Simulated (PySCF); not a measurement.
Electron correlation in O²⁺ (oxygen, charge +2)

[He] 2s2 2p1 3s1, high-spin 3P determinant (an excited configuration). All numbers are calculated (PySCF 2.14, no relativity, point nucleus, in dyall-av3z). Frozen: 1s2; 4 electrons correlated; the 13 highest virtual orbitals of each spin left out.

MP2 pair energies summed by pair of shells (mhartree):

```json
{"pair": "2s-2s", "energy": "-38.55", "share (%)": "49.0"}
{"pair": "2s-2p", "energy": "-25.14", "share (%)": "32.0"}
{"pair": "2s-3s", "energy": "-12.75", "share (%)": "16.2"}
{"pair": "2p-3s", "energy": "-2.18", "share (%)": "2.8"}
```

Total MP2 correlation energy: -78.62 mhartree.

Same-spin part -9.00 and opposite-spin part -69.62 mhartree; SCS-MP2 scales them by 1/3 and 6/5 to -86.54 mhartree.
